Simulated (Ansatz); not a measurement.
System: sum formula BClF₂ (charge 0, singlet). SMILES: FB(Cl)F
Coordinates optimised at B3LYP-D3(BJ)/def2-TZVP (Ansatz, an electronic-structure program):
```xyz
4

B     -0.4412     0.0339    -0.0011
F     -1.1933    -1.0444    -0.0026
F     -1.0198     1.2144    -0.0028
Cl     1.3014    -0.1000     0.0032
```

Property: vertical ionisation energy (to the doublet state of charge +1; each state is the SCF solution reached for its spin), in eV. Cores are frozen in the correlated levels unless marked. Open shells are spin-unrestricted. Spin-orbit coupling is left out. Non-relativistic. CBS(X,Y): correlation extrapolated as X^-3; Hartree-Fock from the larger set.

CCSD(T)/CBS(aug-cc-pV(T+d)Z,aug-cc-pV(Q+d)Z) (Ansatz) gives 13.05 eV.

### Question
Another calculation gave 12.91 eV. Which level was it?
A. PBE/def2-TZVPD (Ansatz)
B. r2SCAN/def2-TZVPD (Ansatz)
C. CAM-B3LYP/def2-TZVPD (Ansatz)
D. PBE0/def2-TZVPD (Ansatz)

### Answer
C, CAM-B3LYP/def2-TZVPD (Ansatz). The others give 12.46 (PBE), 12.66 (r2SCAN), 12.79 (PBE0) eV.
